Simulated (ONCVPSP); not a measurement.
Reading a pseudo-wave (iridium (Ir))

Columns: radius, all-electron u(r) and pseudo u(r) of the 5s shell (level -106.38 eV) of iridium in the configuration [Kr] 4d10 4f14 5s2 5p6 5d7 6s1; Wu-Cohen, scalar-relativistic, ONCV scheme, ONCVPSP 4.0.1.

| r (bohr) | all-electron | pseudo |
| --- | --- | --- |
| 0.075 | -0.0976 | 0.0045 |
| 0.150 | 0.4462 | 0.0281 |
| 0.225 | -0.1015 | 0.0858 |
| 0.300 | -0.6028 | 0.1846 |
| 0.375 | -0.6166 | 0.3225 |
| 0.450 | -0.2875 | 0.4889 |
| 0.525 | 0.1572 | 0.6673 |
| 0.600 | 0.5690 | 0.8387 |
| 0.675 | 0.8823 | 0.9852 |
| 0.750 | 1.0843 | 1.0935 |
| 0.825 | 1.1869 | 1.1564 |
| 0.900 | 1.2110 | 1.1729 |
| 0.975 | 1.1788 | 1.1477 |
| 1.050 | 1.1095 | 1.0893 |
| 1.125 | 1.0186 | 1.0076 |
| 1.200 | 0.9174 | 0.9124 |
| 1.275 | 0.8141 | 0.8123 |
| 1.350 | 0.7138 | 0.7133 |
| 1.425 | 0.6199 | 0.6197 |
| 1.500 | 0.5342 | 0.5341 |
| 1.575 | 0.4574 | 0.4573 |
| 1.650 | 0.3895 | 0.3894 |
| 1.725 | 0.3301 | 0.3300 |
| 1.800 | 0.2787 | 0.2786 |
| 1.875 | 0.2345 | 0.2345 |
| 1.950 | 0.1968 | 0.1968 |

How many radial nodes do the two functions have?

The all-electron 5s function has n − l − 1 = 4 (the table is too coarse to show those close to the nucleus); the pseudo-wave has 0, since the states of the same l below it are removed with the core.

At about which radius was the pseudo-wave matched?

1.50 bohr. The columns agree to 0.0005 from 1.35 bohr on; several derivatives are matched, so the curves merge somewhat inside the radius.

Where does each function peak?

Outermost all-electron maximum near 0.90 bohr, pseudo maximum near 0.90 bohr (to the table’s step).

Is the pseudo-wave norm-conserving?

Yes: the ONCV scheme keeps the norm inside the radius equal to the all-electron one, which fixes the energy derivative of the logarithmic derivative at the level.
